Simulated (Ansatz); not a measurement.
`C=[CH][AlH][F]` and `C=[C](Cl)[AlH][F]` differ in one atom or group.

Ansatz, PBE0-D4/def2-TZVP geometries, multiplicity 1. Each molecule was computed in one conformer, which needn't be the lowest.

```
                                          property  `C=[CH][AlH][F]`
  size of the dipole moment (B3LYP/def2-TZVPP) / D              2.00
    zero-point energy (PBE0-D4/def2-TZVP) / kJ/mol             134.3
               HOMO–LUMO gap (PBE/def2-TZVPP) / eV              4.75
                LUMO energy (PBE0/def2-TZVPP) / eV             -1.40
size of the dipole moment (ωB97M-V/def2-TZVPP) / D              1.94
               LUMO energy (B3LYP/def2-TZVPP) / eV             -1.63
```

Q: What does the change do to each property? (Best estimate.)

A: The calculation gave: 
```csv
property,`C=[C](Cl)[AlH][F]`,shift
size of the dipole moment (B3LYP/def2-TZVPP) / D,2.43,0.43
zero-point energy (PBE0-D4/def2-TZVP) / kJ/mol,110.9,-23.4
HOMO–LUMO gap (PBE/def2-TZVPP) / eV,4.13,-0.62
LUMO energy (PBE0/def2-TZVPP) / eV,-1.68,-0.28
size of the dipole moment (ωB97M-V/def2-TZVPP) / D,2.42,0.48
LUMO energy (B3LYP/def2-TZVPP) / eV,-1.89,-0.26
```

With PBE0 the HOMO rises by 0.56 eV and the LUMO falls by 0.28 eV, so the gap narrows by about 0.84 eV. PBE moves the HOMO by 0.38 eV and ωB97M-V by 0.61 eV. Dipoles are sizes alone; their direction can turn.

B3LYP here is the variant with VWN-RPA as its local correlation; programs differ in this.
